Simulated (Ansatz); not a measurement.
K₅H₆⁻, relaxed as a singlet with RKS PBE-D4/def2-SVPD in Ansatz, starting from the GFN1-xTB geometry. Force threshold 0.02 eV/Å.

Another isomer (singlet) lies 0.12 eV lower at PBE0-D4/def2-TZVPD; other spin states weren't run for this one.

Start:

```xyz
11

K     1.110   -2.911    0.539
K    -1.811   -0.778    1.093
K     1.803    0.622    1.204
K     0.287   -0.578   -2.166
K    -1.015    2.658   -0.496
H    -0.958   -2.366   -0.763
H     2.339   -1.076   -0.669
H    -0.557    1.554   -2.589
H    -2.639    1.365    0.739
H     1.021    2.785    0.794
H     0.420   -1.274    2.315
```

```
step  energy (eV)  largest force component (eV/Å)  SCF passes
   1  -81679.7697                           0.471          16
   2  -81680.0264                           0.113          15
   3  -81680.0354                           0.106          16
   4  -81680.0620                           0.073          17
   5  -81680.0662                           0.023          18
   6  -81680.0667                           0.002          18
```

Force components are those of the run's own axes.

End:

```
atom   x (Å)   y (Å)   z (Å)
  K1   1.148  -3.001   0.555
  K2  -1.945  -0.861   1.195
  K3   1.961   0.653   1.295
  K4   0.310  -0.649  -2.330
  K5  -1.087   2.843  -0.527
  H6  -0.987  -2.489  -0.780
  H7   2.438  -1.163  -0.693
  H8  -0.567   1.635  -2.783
  H9  -2.841   1.424   0.788
 H10   1.110   2.954   0.880
 H11   0.461  -1.348   2.398
```

By distances, no bond broke or formed. The bond that changes most is K5–H8, from 2.41 to 2.61 Å (atoms count from 1).

No frequencies were taken in this run, so the end may be a saddle point.

Run time 21 s (4 threads of Arm Neoverse V1 on a shared host).
